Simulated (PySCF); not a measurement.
The vertical singlet excitations below were computed for one of the candidates. Method: TDDFT CAM-B3LYP/def2-SVPD, vertical, gas phase, core orbitals frozen in the response (PySCF). Geometries: PBE0-D3(BJ)/def2-SVP, one conformer each.

```json
{"state": "S1", "E (eV)": "6.12", "f": "0.125", "main configurations (H = HOMO, L = LUMO)": "H→L (95%)"}
{"state": "S2", "E (eV)": "6.41", "f": "0.0004", "main configurations (H = HOMO, L = LUMO)": "H→L+1 (75%), H→L+3 (17%)"}
{"state": "S3", "E (eV)": "6.75", "f": "0.010", "main configurations (H = HOMO, L = LUMO)": "H→L+2 (81%)"}
{"state": "S4", "E (eV)": "6.76", "f": "0.016", "main configurations (H = HOMO, L = LUMO)": "H-1→L (53%), H→L+5 (37%)"}
{"state": "S5", "E (eV)": "7.07", "f": "0.0008", "main configurations (H = HOMO, L = LUMO)": "H→L+3 (66%), H→L+1 (17%)"}
{"state": "S6", "E (eV)": "7.40", "f": "0.038", "main configurations (H = HOMO, L = LUMO)": "H→L+6 (37%), H-1→L+1 (26%), H-1→L+2 (18%)"}
{"state": "S7", "E (eV)": "7.46", "f": "0.0035", "main configurations (H = HOMO, L = LUMO)": "H→L+4 (90%)"}
{"state": "S8", "E (eV)": "7.62", "f": "0.0010", "main configurations (H = HOMO, L = LUMO)": "H→L+7 (30%), H→L+8 (23%), H-1→L+1 (18%)"}
{"state": "S9", "E (eV)": "7.69", "f": "0.0023", "main configurations (H = HOMO, L = LUMO)": "H→L+8 (44%), H→L+6 (25%), H-1→L+1 (16%)"}
{"state": "S10", "E (eV)": "7.69", "f": "0.747", "main configurations (H = HOMO, L = LUMO)": "H→L+5 (47%), H-1→L (36%)"}
```

Triplets computed (Tamm–Dancoff): 4.00, 5.17, 6.11, 6.34 eV.

**Question.** Which structure fits? All have the formula C7H8O.
A. `CC1=CC(O)=CC=C1`
B. `C1=CC(C2CC2)=CO1`
C. `c1(C(C)=C)ccoc1`

**Answer.** B. Its S1, at 6.12 eV, is the highest among the candidates; the nearest of the others has S1 at 5.64 eV. S1 is HOMO→LUMO (95%). Löwdin shares by element: HOMO carbon 66% or more, oxygen 8% (atoms not listed hold the other 26%); LUMO carbon 52% or more, oxygen 19% (atoms not listed hold the other 28%). At the same level the other candidates give, for their lowest levels:
- `Cc1cccc(O)c1`: 5.12 eV (f 0.037); 5.91 eV (f 0.017); 5.98 eV (f 0.000); 6.65 eV (f 0.001); 6.75 eV (f 0.482); T1 3.99 eV; HOMO -7.66, LUMO 0.78 eV
- `C=C(C)c1ccoc1`: 5.64 eV (f 0.320); 6.09 eV (f 0.039); 6.26 eV (f 0.216); 6.31 eV (f 0.001); 6.84 eV (f 0.000); T1 3.41 eV; HOMO -7.64, LUMO 0.56 eV

Conformer computed: `[cH:1]1[cH:2][c:3]([CH:4]2[CH2:5][CH2:6]2)[cH:7][o:8]1`: C2–C3–C4–C5 36°.
